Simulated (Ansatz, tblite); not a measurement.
Cost and result up the ladder for the cluster Sb3 (3 atoms). The state is a doublet with charge 0. Geometry: r2SCAN-D4/def2-SVP.

```xyz
3

Sb    1.105    1.161   -0.324
Sb    0.260   -0.929    1.194
Sb   -1.365   -0.232   -0.870
```

Ansatz on 4 threads of Arm Neoverse V1 on a shared host; xTB runs through tblite on one thread. Times are rough, summed over both states, and most runs start from the orbitals of an earlier one. No level here is sound enough to serve as a yardstick. The other state is a singlet.

In the def2 sets Sb takes a core potential; there is no spin–orbit coupling. The xTB rows come from tblite. The structure comes from a short search, and lower isomers may exist.

Raw xTB energies of ions are shifted by several eV, and xTB has no spin-polarisation term.

```csv
level,functions,wall time
GFN1-xTB,27,0.006 s
GFN2-xTB,27,0.007 s
PBE-D4/def2-TZVP,150,3.6 s
PBE0-D4/def2-TZVP (with forces),150,6.7 s
r2SCAN-D4/def2-TZVP,150,8.1 s
```

Estimate what each level gives for the vertical IE (eV).


| level | vertical IE (eV) | remarks |
| --- | --- | --- |
| GFN1-xTB | 11.10 | – |
| GFN2-xTB | 10.28 | – |
| PBE-D4/def2-TZVP | 6.70 | – |
| PBE0-D4/def2-TZVP (with forces) | 6.85 | spin-contaminated (⟨S²⟩ 0.91) (doublet) |
| r2SCAN-D4/def2-TZVP | 6.95 | spin-contaminated (⟨S²⟩ 0.91) (doublet) |
